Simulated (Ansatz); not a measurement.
Wavefunction ladder for `C[N](C)[Hf]([CH3])([OH])[F]`

Z-matrix (Å, degrees):
```
Hf
C 1 2.231
N 1 2.021 2 104.0
O 1 1.925 2 107.1 3 -116.0
C 1 3.130 2 107.7 3 -21.6
C 1 2.996 2 97.1 3 24.5
F 1 1.925 2 105.3 3 116.1
H 2 1.097 1 111.7 3 -177.1
H 2 1.096 1 111.4 3 -57.1
H 2 1.095 1 111.6 3 62.7
H 4 0.952 1 160.4 2 -103.3
H 5 1.100 1 124.1 2 156.9
H 5 1.092 1 80.4 2 -98.0
H 5 1.099 1 122.9 2 7.1
H 6 1.099 1 125.6 2 173.8
H 6 1.096 1 74.9 2 73.3
H 6 1.099 1 123.9 2 -27.6
```

Total charge 0; spin multiplicity 1. Correlated methods include outer-core shells of Hf, which these sets cover unevenly. Hf takes the def2 core potential. The geometry is a stationary point of PBE0-D4/def2-TZVP. It is one conformer, not always the lowest. Frozen core, restricted reference, Ansatz 0.2.0.

```
     basis     HF (Eh)  MP2 corr.
  def2-SVP  -395.56067   -1.21407
def2-TZVPP  -395.99350   -1.56896
def2-QZVPP  -396.01074   -1.70946
```

Question: Estimate the CCSD correlation energy and the (T) correction in each basis where they were run (hartree).

Answer: 
```json
{"basis": "def2-SVP", "CCSD corr.": "-1.26785", "(T)": "-0.03637"}
{"basis": "def2-TZVPP", "CCSD corr.": "-1.60538", "(T)": "-0.06247"}
```
